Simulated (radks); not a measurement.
Valence configurations of the thallium ion Tl2+ (all share [Xe]). All-electron calculation, Dirac Kohn-Sham, PBE, spin-unpolarised, spherical densities, finite nucleus; open shells fill j = l - 1/2 first; Fermi nuclear charge, rms radius 5.4759 fm. Program: a radial shooting solver on a logarithmic mesh with Libxc functionals. Order these by energy: 4f12.5 5d10 6s1 6p1.5; 4f13.5 5d10 6s1.5; 4f14 5d10 6s1; 4f12 5d10 6s1 6p2; 4f14 5d9 6p2; 4f14 5d9 6s1 6p1; 4f13 5d10 6s1 6p1; 4f13.5 5d10 6s1 6p0.5; 4f14 5d9.5 6s1.5; 4f14 5d10 6p1.

Answer. From the lowest, in eV above it: 4f14 5d10 6s1 0.000; 4f14 5d9.5 6s1.5 3.637; 4f14 5d10 6p1 7.941; 4f14 5d9 6s1 6p1 15.963; 4f14 5d9 6p2 24.397; 4f13.5 5d10 6s1.5 53.987; 4f13.5 5d10 6s1 6p0.5 58.068; 4f13 5d10 6s1 6p1 120.28; 4f12.5 5d10 6s1 6p1.5 186.71; 4f12 5d10 6s1 6p2 257.48. NIST lists [Xe] 4f14 5d10 6s1 as the ground configuration; this level of theory agrees among the configurations tried. The energies are those of spherical spin-averaged densities, not of single terms.
